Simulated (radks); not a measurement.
Task: The table gives one normalised radial function P(r) = r R(r) of Dy8+ in [Kr] 4d10 4f8 5s2 5p2 (r in bohr). Method: scalar-relativistic Kohn-Sham, PBE, spin-unpolarised, spherical densities, point nucleus; computed with a radial shooting solver on a logarithmic mesh with Libxc functionals.

r              P
0.002982   0.0187
0.003914   0.0296
0.005138   0.0466
0.006744   0.0726
0.008852   0.1117
0.01162    0.1685
0.01525    0.2471
0.02018    0.3515
0.02649    0.4675
0.03477    0.5724
0.04563    0.6171
0.0599     0.5309
0.07862    0.2511
0.1032    -0.2124
0.1355    -0.6996
0.1792    -0.8978
0.2352    -0.5091
0.3088     0.3853
0.4053     1.2663
0.532      1.5560
0.6983     1.1853
0.9166     0.5954
1.203      0.1920
1.592      0.0344
2.089      0.0033
2.743      0.0001
3.6        0.0000

Which n and l does it have? It may be an empty orbital.

Result: n = 4, l = 1: the number of nodes gives n - l - 1 = 2, the rise at small r (about r^(l+1), flatter next to the nucleus through relativity) gives l, and the extent must fit the shell. The curve is that of 4p. 4p: eigenvalue -418.96 eV, 2 radial nodes at r = 0.0920, 0.278 bohr, <r> = 0.559 bohr, 90 % of the charge inside 0.812 bohr.
